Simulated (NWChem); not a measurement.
System: C2H8AlO, doublet

```xyz
12

Al     0.2522     0.0145     0.6157
C      0.6972     1.7257    -0.3056
H      0.5573     1.6604    -1.4013
H      1.7591     1.9780    -0.1391
H      0.1194     2.5926     0.0590
C      0.8189    -1.6646    -0.2934
H      0.6285    -1.6363    -1.3839
H      0.3385    -2.5718     0.1107
H      1.9064    -1.8126    -0.1745
O     -1.7228    -0.0977    -0.0443
H     -2.0781     0.7461    -0.3556
H     -1.8242    -0.7298    -0.7703
```
Atoms are numbered in this order, from 1.

Results from NWChem. Pople sets run with spherical d functions. Spin-unrestricted. All runs use the structure optimised with PBE0/def2-SVP, spin-unrestricted. No frequency run checked for a minimum. This spin state was assumed; another may lie lower. No stability test was run on the SCF state. B3LYP is NWChem's, with the RPA form of VWN correlation. Total energies compare along this basis series because the functional is fixed.

| level | basis functions | energy (Ha) | highest occupied level (eV) | lowest empty minus highest occupied level, either spin (eV) | dipole (D) | <S²> | relative time |
|---|---|---|---|---|---|---|---|
| B3LYP/3-21G | 56 | -396.4965 | -3.52 | 2.60 | 4.62 | 0.750 | 1 |
| B3LYP/6-31G* | 76 | -398.6520 | -3.67 | 2.68 | 4.30 | 0.751 | 2 |
| B3LYP/6-31+G* | 92 | -398.6654 | -3.95 | 2.37 | 4.03 | 0.751 | 3 |
| B3LYP/6-311G** | 128 | -398.7434 | -3.86 | 2.61 | 4.15 | 0.751 | 3 |
| B3LYP/6-311++G** | 152 | -398.7487 | -3.99 | 2.34 | 3.92 | 0.751 | 5 |

The last column is a rough cost ratio, cheapest run = 1.
